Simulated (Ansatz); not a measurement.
Ideal-gas functions of CuH$_{4}$NO (`[NH2][Cu-][OH2+]`) at 400 K and 1 bar, from an Ansatz frequency run at PBE0-D4/def2-TZVP.

Molar mass 97.58 g/mol, point group C1 (symmetry number 1), electronic degeneracy 1, moments of inertia 3.324, 129.384, 129.564 u Å². Harmonic wavenumbers (cm⁻¹, unscaled): 101, 144, 149, 360, 433, 561, 603, 631, 760, 1552, 1619, 3482, 3566, 3809, 3904.

Use S(trans) = R[1.5 ln M + 2.5 ln T − 1.1517]; rotational temperatures θ = 24.2544 K / I; S(rot) = R[ln(√π/σ · √(T³/θAθBθC)) + 1.5]; for each mode x = 1.438777 ν̃/T, S = R[x/(eˣ − 1) − ln(1 − e⁻ˣ)] and H = RT x/(eˣ − 1); 1 cm⁻¹ = 0.0119627 kJ/mol; R = 8.31446 J/(mol·K).

Question: By hand: the entropy, in J/(mol·K).

Answer: Translation 172.1. Rotation: θ = 7.2968, 0.1875, 0.1872 K, giving 97.6. Vibration, mode by mode: 16.78, 13.88, 13.60, 6.72, 5.42, 3.76, 3.34, 3.08, 2.14, 0.21, 0.17, 0.00, 0.00, 0.00, 0.00, in all 69.1. Electronic 0.0. Sum 338.8 J/(mol·K).

Question: By hand: H − E and G − E in kJ/mol, counted from the electronic energy.

Answer: Zero-point energy ½ × 21674 × 0.0119627 = 129.6; thermal vibration 14.4; translation, rotation and pV give 4 RT = 13.3. H − E = 157.3 kJ/mol, and G − E = 157.3 − 400 × 338.8/1000 = 21.8 kJ/mol.

Vibration gives 20 % of the entropy, 44.3 J/(mol·K) of it from the modes under 150 cm⁻¹: soft modes count most, and the harmonic formula is weakest for them. The sum counts one conformer and one mirror image; others add a mixing term.
